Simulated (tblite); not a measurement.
Species: C7H14NOP.
Cartesian coordinates in Å at the GFN2-xTB level; atoms count from 1:
```xyz
24
C7H14NOP angstrom
C     -1.837   -1.130    0.053
C     -1.608    0.376    0.036
C     -2.558    1.062   -0.942
C     -0.161    0.698   -0.330
P      1.024    0.110    0.951
C      2.494    1.187    0.757
O      0.500    0.062    2.321
C      1.666   -1.551    0.394
C      2.104   -1.498   -0.962
N      2.440   -1.421   -2.053
H     -2.888   -1.352    0.224
H     -1.542   -1.577   -0.896
H     -1.263   -1.581    0.860
H     -1.790    0.762    1.045
H     -2.391    0.694   -1.953
H     -2.408    2.139   -0.938
H     -3.592    0.861   -0.670
H      0.106    0.279   -1.302
H     -0.028    1.783   -0.382
H      2.207    2.199    1.037
H      3.265    0.844    1.446
H      2.873    1.175   -0.261
H      0.877   -2.297    0.516
H      2.497   -1.806    1.059
```

Level: GFN2-xTB in tblite, geometry and Hessian alike; calculated harmonic values, unscaled, isolated species. The method is semi-empirical: single wavenumbers can be off by several per cent or more. One conformer, not necessarily the lowest.

Harmonic wavenumbers (cm⁻¹): 32.6, 59.0, 87.3, 111.2, 132.0, 179.7, 195.0, 214.5, 222.5, 263.0, 269.8, 305.1, 316.0, 362.9, 378.3, 426.1, 434.4, 467.7, 670.8, 710.2, 740.6, 759.6, 814.9, 852.3, 863.9, 887.1, 952.5, 982.0, 988.3, 1001.8, 1032.7, 1045.2, 1138.0, 1155.0, 1180.4, 1208.4, 1229.5, 1267.4, 1316.8, 1321.6, 1332.6, 1372.4, 1404.7, 1419.4, 1422.7, 1432.3, 1438.9, 1492.7, 1498.8, 1502.6, 1508.3, 2400.4, 2932.9, 2937.8, 2939.9, 2962.2, 2966.5, 3003.6, 3007.8, 3014.0, 3026.1, 3029.4, 3033.2, 3033.4, 3038.7, 3043.7.

A = 1400, B = 831.2, C = 686.3 MHz; mass 159.081 u (most abundant isotopes); point group C1, symmetry number 1.

Task: Zero-point energy?

Result: ½Σν̃ = 43386 cm⁻¹ = 519.01 kJ/mol.

Task: What is S at 500 K and 1 bar for an ideal gas of classical rigid rotors and harmonic oscillators?

Result: Translation 182.83, rotation 133.55, vibration 287.86: S = 604.2 J/(mol K).

Task: And Cp and H(500 K) − H(0)?

Result: Cp = 299.10 J/(mol K), of which vibrations give 265.84 (their classical limit is 66 R = 548.8); H(500 K) − H(0) = 88.62 kJ/mol without the zero-point energy, 71.99 from vibrations.

Task: What must be added to the electronic energy to get the Gibbs energy at 500 K and 1 bar?

Result: ZPE + [H(500 K) − H(0)] − T·S = 519.01 + 88.62 − 302.12 = 305.51 kJ/mol.

Task: Blend soft modes into free rotors: weight 1/[1 + (100 cm⁻¹/ν̃)⁴] for the oscillator and the rest for a rotor with moment μB/(μ + B), μ = h/(8π²ν), B = 10⁻⁴⁴ kg m². What vibrational entropy results?

Result: 266.44 J/(mol K) in place of 287.86, which changes −T·S at 500 K by +10.71 kJ/mol.

Task: How do the functions run with temperature in this model?

Result: 
| T (K) | S (J/(mol K)) | Cp (J/(mol K)) | H − H(0) (kJ/mol) | G − H(0) (kJ/mol) | ln q(vib) |
| --- | --- | --- | --- | --- | --- |
| 50 | 259.5 | 63.4 | 2.29 | -10.69 | 0.86 |
| 100 | 315.0 | 100.3 | 6.40 | -25.10 | 2.57 |
| 298.15 | 474.6 | 206.3 | 37.20 | -104.30 | 10.09 |
| 373.15 | 525.0 | 243.6 | 54.08 | -141.80 | 12.83 |
| 750 | 741.7 | 378.7 | 174.05 | -382.22 | 25.62 |
| 1000 | 858.5 | 432.3 | 275.85 | -582.62 | 33.25 |

q(vib) and H(0) count from the zero-point level.

Task: Which modes carry the vibrational entropy at 500 K?

Result: 32.6 cm⁻¹: 27.99; 59.0 cm⁻¹: 23.07; 87.3 cm⁻¹: 19.82; 111.2 cm⁻¹: 17.82; 132.0 cm⁻¹: 16.41; 179.7 cm⁻¹: 13.89 J/(mol K); the other 60 give 168.85 together.

Hindered rotation and anharmonicity are outside this model. Other conformers, if any are populated, would add a mixing term that is left out. The structure is chiral; the term R ln 2 for an equal mix with its mirror image is left out.
